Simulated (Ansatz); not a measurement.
**A geometry optimisation of ClH3NOSi+ with PBE0-D3(BJ)/def2-SVP**

The starting geometry of this gas-phase singlet is a saddle point at PBE0-D3(BJ)/def2-SVP, pushed by 0.25 Å along its imaginary mode; its bonds are those of `[NH3+][Si](=O)Cl`.

```yaml
atoms:
  - { symbol: Cl, position_ang: [0.8170, 0.1055, -4.6993] }
  - { symbol: N, position_ang: [-0.6643, -0.2100, -2.0036] }
  - { symbol: O, position_ang: [2.1026, -0.8083, -1.7889] }
  - { symbol: Si, position_ang: [1.0558, -0.3797, -2.7948] }
  - { symbol: H, position_ang: [-0.8100, -1.0405, -1.3693] }
  - { symbol: H, position_ang: [-1.4655, -0.1470, -2.6978] }
  - { symbol: H, position_ang: [-0.6836, 0.6499, -1.3883] }
```

Question: Predict what it relaxes into with PBE0-D3(BJ)/def2-SVP.

Answer: It keeps its bonds, and is `[NH3+][Si](=O)Cl`.

The energy falls by 0.06 eV over 20 steps:

```tsv
step	E − E(last) (eV)
1	0.062
3	0.011
5	0.010
7	0.009
9	0.006
12	0.002
14	0.001
16	0.000
18	0.000
20	0.000
```

Final geometry (Å):

```csv
atom,x (Å),y (Å),z (Å)
Cl,0.9155,0.5028,-4.5438
N,-0.6501,-0.2018,-2.0012
O,2.0012,-1.2042,-1.9315
Si,1.0457,-0.4199,-2.8004
H,-0.6266,-0.6713,-1.0822
H,-1.4226,-0.6185,-2.5429
H,-0.9112,0.7829,-1.8401
```

Frequencies at the end are all real (lowest 75 cm⁻¹). Run with Ansatz 0.2.0, 96 s on 1 thread of Intel(R) Xeon(R) Processor @ 2.50GHz (Skylake/Cascade Lake), with other jobs on the host.
